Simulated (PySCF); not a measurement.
Give a PBE0-D3(BJ)/def2-SVP geometry of 5-phenyl-1-pentyne (`C#CCCCc1ccccc1`).

```xyz
23
C11H12 angstrom
C      3.455    1.259    0.899
C      2.693    0.317    0.932
C      1.769   -0.810    0.941
C      1.375   -1.289   -0.460
C      0.682   -0.221   -1.309
C     -0.604    0.275   -0.704
C     -1.789   -0.457   -0.848
C     -2.974   -0.027   -0.255
C     -2.994    1.146    0.499
C     -1.821    1.884    0.651
C     -0.638    1.451    0.054
H      4.134    2.091    0.882
H      0.864   -0.520    1.501
H      2.225   -1.643    1.501
H      2.276   -1.641   -0.989
H      0.709   -2.161   -0.348
H      0.483   -0.640   -2.308
H      1.373    0.626   -1.452
H     -1.783   -1.376   -1.442
H     -3.890   -0.610   -0.384
H     -3.922    1.486    0.963
H     -1.827    2.806    1.238
H      0.281    2.031    0.179
```

Orientation and origin are arbitrary. Atoms count from 1 in this order. The C–C distances run from 1.212 Å (C1≡C2, drawn triple) to 1.532 Å (C3–C4, drawn single), a spread of 0.320 Å. The 6-membered ring C6–C7–C8–C9–C10–C11 has internal angles of 118.3° to 121.0°; it is planar, 0.00 Å rms from its mean plane, widest ring torsion 0°. Of the pairs four or more bonds apart, C2···H18 is among the closest relative to their van der Waals radii: 2.74 Å, 95 % of the sum of Bondi's values.

Bonds between heavy atoms (Å): C1≡C2 1.212, C2–C3 1.458, C3–C4 1.532, C4–C5 1.530, C5–C6 1.505, C6–C7 1.401, C7–C8 1.393, C8–C9 1.395, C9–C10 1.394, C10–C11 1.394, C6–C11 1.400.

Computed, not measured: PBE0-D3(BJ)/def2-SVP geometry optimisation, gas phase in PySCF.

Point group: C1 (no symmetry element, even within 0.4 Å). No PBE0-D3(BJ)/def2-SVP frequencies stand behind this structure, so it isn't proved a minimum. The numbers are those of one conformer (C2–C3–C4–C5 -60°, C3–C4–C5–C6 -61°, C4–C5–C6–C7 -81°).
